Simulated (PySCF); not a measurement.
C$_{3}$H$_{5}$Cl$_{2}$FSi (SMILES C=CC[Si](F)(Cl)Cl), singlet, geometry from GFN2-xTB, with bond 8-1 at 2.4 times its length; PySCF with CASSCF(6,4)+NEVPT2/STO-3G.

Input for PySCF:
```python
from pyscf import gto, scf, mcscf, mrpt
import numpy

mol = gto.Mole()
mol.atom = '''
    C     2.781990   -1.315428   -1.004807
    C     1.621812   -0.846135   -1.422288
    C     1.095598    0.516132   -1.089997
    Si   -0.365054    0.463078    0.129184
    F    -0.835367    1.994534    0.349529
    Cl   -1.960829   -0.494661   -0.608694
    Cl    0.162420   -0.223128    1.932810
    H     4.370135    0.098728    0.467329
    H     3.121413   -2.303965   -1.260194
    H     0.971114   -1.456960   -2.033272
    H     1.899147    1.121506   -0.666562
    H     0.770216    1.006712   -2.010311
'''
mol.basis = 'sto-3g'
mol.charge = 0
mol.spin = 0
mol.verbose = 3
mol.build()

mf = scf.RHF(mol)
mf.kernel()
mc = mcscf.CASSCF(mf, 4, 6)
mc.fix_spin_(ss=0.0)
mc.kernel()
occ = numpy.linalg.eigvalsh(mc.fcisolver.make_rdm1(mc.ci, mc.ncas, mc.nelecas))[::-1]
ss = mc.fcisolver.spin_square(mc.ci, mc.ncas, mc.nelecas)[0]
print('natural occupations', occ.round(4), ' <S^2>', round(ss, 4))
e2 = mrpt.NEVPT(mc).kernel()
print('E(NEVPT2) = %.10f' % (mc.e_tot + e2))
```

It wrote (shortened):

```
converged SCF energy = -1407.67487466465
CASSCF energy = -1407.85104834395
CASCI E = -1407.85104834395  E(CI) = -19.2191989412750  S^2 = 0.0000000
natural occupations [2.     1.9999 1.3204 0.6797]  <S^2> 0.0

WARN: Active orbitals [0] (occs = [1.99999986]) are canonicalized with core orbitals

Sr    (-1)',   E = -0.00351024183395
Si    (+1)',   E = -0.00001141143585
Sijrs (0)  ,   E = -0.13599464920257
Sijr  (+1) ,   E = -0.00124553251115
Srsi  (-1) ,   E = -0.04525619583775
Srs   (-2) ,   E = -0.02171616394339
Sij   (+2) ,   E = -0.00000867663164
Sir   (0)' ,   E = -0.00497469591951
Nevpt2 Energy = -0.212717567315813
E(NEVPT2) = -1408.0637659113
```
